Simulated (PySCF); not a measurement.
How the method changes the constants of CeF

State: quartet, about 1.1 electrons in the 4f shell (Mulliken), real f orbitals that mix terms. Set-up: PySCF, spin-free X2C with a Gaussian nucleus, basis sets Ce x2c-SVPall, F x2c-SVPall. De refers to Ce (4f1 5d1 6s2) + F in their high-spin ground configurations, without counterpoise correction. The functionals are run spin-unrestricted. A positive dipole means Ce(−)F(+). Levels whose curve was spin-contaminated or gave no clean fit are not listed.

```
      Level  Re (Å)  ωe (cm⁻¹)  De (eV)  μ (D)  CPU s a point (SCF and correlation, without the integrals)
        UHF   2.071        546      n/a  -3.18                                                         2.1
    UHF-MP2   2.020        578      n/a    n/a                                                           4
UHF-SCS-MP2   2.031        571      n/a    n/a                                                         n/a
   UHF-CCSD   2.033        568      n/a    n/a                                                         n/a
UHF-CCSD(T)   2.029        572      n/a    n/a                                                         230
        PBE   2.005        578      n/a  -2.38                                                         7.2
       PBE0   2.008        580      n/a  -2.68                                                           8
     M06-2X   2.024        571      n/a  -2.53                                                           8
      ωB97X   2.020        573     6.58  -2.35                                                          20
```

Problem. What does second-order correlation do here, going from UHF to UHF-MP2?

Solution. UHF-MP2 less UHF: -5.1 pm in Re, +5.9 % in ωe. Correlation nearly always deepens the well. The bond shortens, as is common for weak, ionic, metallic or heavy-atom bonds, where dispersion and the correlation of outer-core electrons can pull the atoms together.

Problem. What does the triples do here, going from UHF-CCSD to UHF-CCSD(T)?

Solution. UHF-CCSD(T) less UHF-CCSD: -0.4 pm in Re, +0.7 % in ωe. Correlation nearly always deepens the well. The bond shortens, as is common for weak, ionic, metallic or heavy-atom bonds, where dispersion and the correlation of outer-core electrons can pull the atoms together.

Problem. What does all correlation do here, going from UHF to UHF-CCSD(T)?

Solution. UHF-CCSD(T) less UHF: -4.2 pm in Re, +4.8 % in ωe. Correlation nearly always deepens the well. The bond shortens, as is common for weak, ionic, metallic or heavy-atom bonds, where dispersion and the correlation of outer-core electrons can pull the atoms together.

Correlated steps freeze 19 core orbitals. Spin–orbit coupling is left out, which matters for elements this heavy, above all for dissociation energies. Counting both spins, an empty level lies below a filled one in some of these solutions, because spin and occupation are held. With d or f electrons several states lie close, and the lowest PBE0 determinant need not be the measured ground state.

The whole job (state search and all levels along the bond) took about 30 min on 2 threads of Arm Neoverse V1 (shared host), peak memory 3.8 GiB.
